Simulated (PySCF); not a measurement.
A run for PySCF: D3(BJ) and D4 dispersion corrections on H2 (SMILES [H][H]).

```python
from pyscf import gto
from pyscf.dispersion import dftd3, dftd4

mol = gto.M(
    atom='''
    H     0.00000000    0.00000000    0.37198582
    H    -0.00000000   -0.00000000   -0.37198582
    ''',
    basis='def2-svp',
    charge=0, spin=0, verbose=0, max_memory=1800)
d3, d4 = {}, {}
for xc in ['hf', 'pbe', 'blyp', 'revpbe', 'tpss', 'r2scan', 'b3lyp', 'pbe0', 'bhlyp', 'camb3lyp', 'b2plyp']:
    d3[xc] = float(dftd3.DFTD3Dispersion(mol, xc=xc, version='d3bj', atm=False).get_dispersion()['energy'])
    print(f'D3(BJ) {xc:10s} {d3[xc]:14.8f} Eh')
for xc in ['hf', 'pbe', 'blyp', 'revpbe', 'tpss', 'r2scan', 'b3lyp', 'pbe0', 'bhlyp', 'camb3lyp', 'b2plyp']:
    d4[xc] = float(dftd4.DFTD4Dispersion(mol, xc={'camb3lyp': 'cam-b3lyp'}.get(xc, xc), atm=True).get_dispersion()['energy'])
    print(f'D4     {xc:10s} {d4[xc]:14.8f} Eh')
```

The log:

```
D3(BJ) hf            -0.00117364 Eh
D3(BJ) pbe           -0.00009172 Eh
D3(BJ) blyp          -0.00017715 Eh
D3(BJ) revpbe        -0.00027727 Eh
D3(BJ) tpss          -0.00010508 Eh
D3(BJ) r2scan        -0.00002154 Eh
D3(BJ) b3lyp         -0.00014081 Eh
D3(BJ) pbe0          -0.00006893 Eh
D3(BJ) bhlyp         -0.00009780 Eh
D3(BJ) camb3lyp      -0.00005081 Eh
D3(BJ) b2plyp        -0.00005583 Eh
D4     hf            -0.00039018 Eh
D4     pbe           -0.00007417 Eh
D4     blyp          -0.00017992 Eh
D4     revpbe        -0.00039475 Eh
D4     tpss          -0.00010103 Eh
D4     r2scan        -0.00001842 Eh
D4     b3lyp         -0.00011575 Eh
D4     pbe0          -0.00005901 Eh
D4     bhlyp         -0.00006405 Eh
D4     camb3lyp      -0.00005559 Eh
D4     b2plyp        -0.00005062 Eh
```

The run finished.

Cost: roughly 0.020 core-seconds.
